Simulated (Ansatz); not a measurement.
Geometry optimisation, RKS PBE0-D4/6-31G* in Ansatz.

input.yaml

```yaml
crystal:
  periodic: [false, false, false]
  atoms:
    - { symbol: Al, position_ang: [-1.128128, 0.195263, 0.901509] }
    - { symbol: H, position_ang: [-0.386226, 1.50597, 0.588849] }
    - { symbol: Cl, position_ang: [-2.720472, -0.455493, -0.289872] }
    - { symbol: Cl, position_ang: [-0.595817, -0.970478, 2.556255] }
    - { symbol: H, position_ang: [0.94981, 0.808653, -0.620705] }
    - { symbol: "N", position_ang: [1.400845, 0.009074, -1.063384] }
    - { symbol: H, position_ang: [0.762145, -0.440236, -1.711184] }
    - { symbol: H, position_ang: [1.717843, -0.652754, -0.361469] }
basis:
  gaussian: { orbitals: "6-31G*" }
hamiltonian:
  xc: pbe0
  dispersion: d4
relax:
  f_tol: 0.03
  max_steps: 50
```

Launched with:

```bash
$ ansatz run input.yaml --threads 2 --pin off --max-ram 3072MiB --backend cpu --events-out ev --progress --plain --runs-dir out
```

Where does it end, and by what steps?

The run converged. After 11 steps the energy has fallen by 1.656 eV; N6 moved furthest, 0.75 Å. Joined: Al1–N6.

```csv
step,energy less start (eV),largest force component (eV/Å),accepted
0,0.0000,0.609,yes
1,-0.0927,0.631,yes
2,-0.1702,1.232,yes
3,-0.3346,0.978,yes
4,-0.4712,1.301,yes
5,-0.6246,2.316,yes
6,-1.0137,3.325,yes
7,-1.6321,0.506,yes
8,-1.5658,0.773,no
9,-1.6545,0.072,yes
10,-1.6553,0.050,yes
11,-1.6559,0.016,yes
```

```xyz
8
Properties=species:S:1:pos:R:3
Al -0.768 0.269 0.632
H -0.717 1.830 0.885
Cl -2.349 -0.480 -0.597
Cl -0.195 -1.011 2.246
H 1.302 0.754 -0.883
N 0.801 -0.094 -0.624
H 0.464 -0.537 -1.480
H 1.463 -0.730 -0.179
```

Whether the end is a true minimum wasn't checked by a vibrational analysis.

Run time: 28 s on 2 threads of Arm Neoverse V1, with other jobs on the host, peak memory 0.17 GiB.
